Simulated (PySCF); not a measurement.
Identify the unknown among the candidates.

All candidates are C6H12O2Si.

- NMR, other nuclei: isotropic shieldings of nuclei other than C and H, by class: -290 (1 O), 311 (1 O), 386 (1 Si) ppm [GIAO PBE0/pcSseg-1]
- 13C NMR: chemical shifts (computed TMS as zero) by class: 214.6 (1 C), 67.5 (1 C), 33.4 (1 C), 31.3 (1 C), 28.4 (1 C), 15.9 (1 C) ppm [GIAO PBE0/pcSseg-1]
- Dipole: 2.19 D [PBE0/pcSseg-1]
- 1H NMR: chemical shifts (computed TMS as zero) by class: 4.92 (3 H), 3.54 (1 H), 2.35 (3 H), 1.53 (3 H), 1.43 (1 H), 0.52 (1 H) ppm [GIAO PBE0/pcSseg-1]
- Rotational structure: rotational constants A, B, C: 2.912, 0.712, 0.658 GHz [GFN2-xTB]

Gas-phase values; electronic properties from PySCF, density fitting. Levels stand in brackets. The structure is a single GFN2-xTB conformer in the gas phase; no vibrational or solvent corrections. NMR classes are plain means over equivalent atoms (diastereotopic ones count apart unless rotation or inversion swaps them), as if these changed places fast.

Problem. Which candidate is it?
A. `CC(=O)[C@@]1(C)C[C@@H]1O[SiH3]`
B. `CC(=O)[C@@H]1COCC[SiH2]1`
C. `C[C@H]1C[Si@@](C)(C(=O)O)C1`
D. `C=C(C)O[C@@H]1[SiH2][C@H]1OC`

Solution. A. It is `CC(=O)[C@@]1(C)C[C@@H]1O[SiH3]`. Numbering: `[CH3:1][C:2](=[O:3])[C@@:4]1([CH3:5])[CH2:6][C@@H:7]1[O:8][SiH3:9]`. Its formula, C6H12O2Si, gives 2 degrees of unsaturation: 1 ring and 1 π bond in the structure found. 6 carbons fall into 6 classes; from least to most shielded: ketone carbonyl carbon [C2] (214.6 ppm), ring sp3 carbon bound to oxygen [C7] (67.5 ppm), sp3 carbon next to a carbonyl [C4] (33.4 ppm), methyl carbon next to a carbonyl [C1] (31.3 ppm), three-membered-ring carbon [C6] (28.4 ppm), methyl carbon [C5] (15.9 ppm). Hydrogen classes from least to most shielded: 3 H on an oxygen-bound silicon, Si9 (4.92 ppm), 1 H on an sp3 carbon bound to oxygen, C7 (3.54 ppm), 3 H on a methyl carbon next to a carbonyl, C1 (2.35 ppm), 3 H on a methyl carbon, C5 (1.53 ppm), 1 H on a three-membered-ring carbon, C6 (1.43 ppm), 1 H on a three-membered-ring carbon, C6 (0.52 ppm). The other shieldings belong to: -290 ppm, ketone oxygen [O3]; 311 ppm, silyl ether oxygen [O8]; 386 ppm, oxygen-bound silicon [Si9]. The optimised geometry has point group C1 and is an asymmetric top.

The others, at the same levels:
- `C[C@H]1C[Si@@](C)(C(=O)O)C1` fails: it has 5 carbon classes against 6; its computed 13C shifts are 186.4 (1 C), 28.5 (1 C), 28.4 (1 C), 23.7 (2 C), -1.9 (1 C) ppm, 1H shifts are 6.65 (1 H), 2.58 (1 H), 1.74 (2 H), 1.36 (3 H), 1.18 (2 H), 0.50 (3 H) ppm and rotational constant A is 1.887 GHz (against 2.912 GHz).
- `CC(=O)[C@@H]1COCC[SiH2]1` fails: its computed 13C shifts are 211.6 (1 C), 72.4 (1 C), 70.5 (1 C), 44.2 (1 C), 32.5 (1 C), 11.2 (1 C) ppm, 1H shifts are 4.51 (1 H), 4.42 (1 H), 4.40 (1 H), 4.08 (1 H), 3.94 (1 H), 3.42 (1 H), 2.67 (1 H), 2.10 (3 H), 1.14 (1 H), 0.60 (1 H) ppm and rotational constant A is 2.419 GHz (against 2.912 GHz).
- `C=C(C)O[C@@H]1[SiH2][C@H]1OC` fails: its computed 13C shifts are 168.9 (1 C), 89.2 (1 C), 71.2 (1 C), 62.4 (1 C), 60.7 (1 C), 24.3 (1 C) ppm, 1H shifts are 4.44 (1 H), 4.29 (1 H), 4.11 (1 H), 3.76 (1 H), 3.46 (3 H), 2.87 (1 H), 2.83 (1 H), 1.87 (3 H) ppm and rotational constant A is 2.236 GHz (against 2.912 GHz).

Each candidate is one conformer, not necessarily the lowest. The conformers computed, where there is a choice (atom-mapped SMILES and torsion angles):
- `[CH3:1][C:2](=[O:3])[C@@:4]1([CH3:5])[CH2:6][C@@H:7]1[O:8][SiH3:9]`: C1–C2–C4–C5 6°, C6–C7–O8–Si9 98°
- `[CH3:1][C@H:2]1[CH2:3][Si@@:4]([CH3:5])([C:6](=[O:7])[OH:8])[CH2:9]1`: C3–Si4–C6–O7 -136°, H–O8–C6–Si4 -179°
- `[CH2:1]=[C:2]([CH3:3])[O:4][C@@H:5]1[SiH2:6][C@H:7]1[O:8][CH3:9]`: C1–C2–O4–C5 1°, C2–O4–C5–Si6 149°, Si6–C7–O8–C9 -84°

The conformers of `CC(=O)[C@@H]1COCC[SiH2]1` aren't listed.
